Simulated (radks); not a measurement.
The ytterbium ion Yb+, 69 electrons, occupied as [Xe] 4f14 6s1.

Method: non-relativistic Kohn-Sham, PBE, spin-polarised, spherical densities, point nucleus; open shells are filled with parallel spins first (spin-orbit coupling, left out, can overturn this in heavy ions); relativity is left out, which matters for an element this heavy; computed with a radial shooting solver on a logarithmic mesh with Libxc functionals.

Energy parts (eV):
part                      energy
total                 -364498.55
kinetic                364397.84
electron-nucleus      -867610.77
Hartree                146322.43
exchange-correlation    -7608.05

Orbitals (lengths in bohr, moments of r in powers of bohr; <r^-3> diverges for s and p1/2; r(max) is where P^2 peaks; r(90%) holds 90 % of the orbital's charge):
[
 {"orbital": "1s up", "occ.": "1", "eigenvalue (eV)": "-56762.01", "r(max)": "0.01436", "<r>": "0.02165", "<r^-3>": "-", "r(90%)": "0.0385"},
 {"orbital": "1s down", "occ.": "1", "eigenvalue (eV)": "-56762.01", "r(max)": "0.01436", "<r>": "0.02165", "<r^-3>": "-", "r(90%)": "0.0385"},
 {"orbital": "2s up", "occ.": "1", "eigenvalue (eV)": "-9209.096", "r(max)": "0.07840", "<r>": "0.09173", "<r^-3>": "-", "r(90%)": "0.141"},
 {"orbital": "2s down", "occ.": "1", "eigenvalue (eV)": "-9209.091", "r(max)": "0.07840", "<r>": "0.09173", "<r^-3>": "-", "r(90%)": "0.141"},
 {"orbital": "2p up", "occ.": "3", "eigenvalue (eV)": "-8803.014", "r(max)": "0.06093", "<r>": "0.07766", "<r^-3>": "11900", "r(90%)": "0.125"},
 {"orbital": "2p down", "occ.": "3", "eigenvalue (eV)": "-8803.010", "r(max)": "0.06093", "<r>": "0.07766", "<r^-3>": "11900", "r(90%)": "0.125"},
 {"orbital": "3s up", "occ.": "1", "eigenvalue (eV)": "-2061.704", "r(max)": "0.2164", "<r>": "0.2343", "<r^-3>": "-", "r(90%)": "0.342"},
 {"orbital": "3s down", "occ.": "1", "eigenvalue (eV)": "-2061.704", "r(max)": "0.2164", "<r>": "0.2343", "<r^-3>": "-", "r(90%)": "0.342"},
 {"orbital": "3p up", "occ.": "3", "eigenvalue (eV)": "-1876.334", "r(max)": "0.2043", "<r>": "0.2242", "<r^-3>": "2501", "r(90%)": "0.334"},
 {"orbital": "3p down", "occ.": "3", "eigenvalue (eV)": "-1876.334", "r(max)": "0.2043", "<r>": "0.2242", "<r^-3>": "2501", "r(90%)": "0.334"},
 {"orbital": "3d up", "occ.": "5", "eigenvalue (eV)": "-1530.969", "r(max)": "0.1618", "<r>": "0.1974", "<r^-3>": "436.3", "r(90%)": "0.306"},
 {"orbital": "3d down", "occ.": "5", "eigenvalue (eV)": "-1530.968", "r(max)": "0.1618", "<r>": "0.1974", "<r^-3>": "436.3", "r(90%)": "0.306"},
 {"orbital": "4s up", "occ.": "1", "eigenvalue (eV)": "-396.8675", "r(max)": "0.4902", "<r>": "0.5270", "<r^-3>": "-", "r(90%)": "0.756"},
 {"orbital": "4s down", "occ.": "1", "eigenvalue (eV)": "-396.8660", "r(max)": "0.4902", "<r>": "0.5270", "<r^-3>": "-", "r(90%)": "0.756"},
 {"orbital": "4p up", "occ.": "3", "eigenvalue (eV)": "-321.5020", "r(max)": "0.4928", "<r>": "0.5371", "<r^-3>": "555.1", "r(90%)": "0.781"},
 {"orbital": "4p down", "occ.": "3", "eigenvalue (eV)": "-321.4997", "r(max)": "0.4928", "<r>": "0.5371", "<r^-3>": "555.2", "r(90%)": "0.781"},
 {"orbital": "4d up", "occ.": "5", "eigenvalue (eV)": "-185.4245", "r(max)": "0.4933", "<r>": "0.5627", "<r^-3>": "82.27", "r(90%)": "0.846"},
 {"orbital": "4d down", "occ.": "5", "eigenvalue (eV)": "-185.4196", "r(max)": "0.4933", "<r>": "0.5627", "<r^-3>": "82.27", "r(90%)": "0.846"},
 {"orbital": "4f up", "occ.": "7", "eigenvalue (eV)": "-13.9397", "r(max)": "0.4757", "<r>": "0.7462", "<r^-3>": "13.08", "r(90%)": "1.29"},
 {"orbital": "4f down", "occ.": "7", "eigenvalue (eV)": "-13.9141", "r(max)": "0.4756", "<r>": "0.7439", "<r^-3>": "13.10", "r(90%)": "1.29"},
 {"orbital": "5s up", "occ.": "1", "eigenvalue (eV)": "-52.1171", "r(max)": "1.168", "<r>": "1.322", "<r^-3>": "-", "r(90%)": "1.92"},
 {"orbital": "5s down", "occ.": "1", "eigenvalue (eV)": "-52.0388", "r(max)": "1.168", "<r>": "1.321", "<r^-3>": "-", "r(90%)": "1.91"},
 {"orbital": "5p up", "occ.": "3", "eigenvalue (eV)": "-32.5590", "r(max)": "1.283", "<r>": "1.506", "<r^-3>": "65.02", "r(90%)": "2.23"},
 {"orbital": "5p down", "occ.": "3", "eigenvalue (eV)": "-32.4311", "r(max)": "1.282", "<r>": "1.501", "<r^-3>": "65.44", "r(90%)": "2.22"},
 {"orbital": "6s up", "occ.": "1", "eigenvalue (eV)": "-8.8637", "r(max)": "3.353", "<r>": "3.807", "<r^-3>": "-", "r(90%)": "5.53"},
 {"orbital": "6s down", "occ.": "0", "eigenvalue (eV)": "-7.8762", "r(max)": "3.271", "<r>": "3.692", "<r^-3>": "-", "r(90%)": "5.34"}
]

The highest occupied level is 6s up at -8.864 eV. The density falls to 0.001 e/bohr^3 at r = 4.43 bohr. Summed over all electrons, <r^2> = 53.43 bohr^2, which gives a Langevin (diamagnetic) susceptibility term of -42.3 x 10^-6 cm^3/mol. The electron density at the nucleus is 2.45e+05 e/bohr^3. The spin density at the nucleus is 8.720 e/bohr^3 (1s 0.025, 2s 0.008, 3s 0.013, 4s -0.009, 5s -0.193, 6s 8.876).
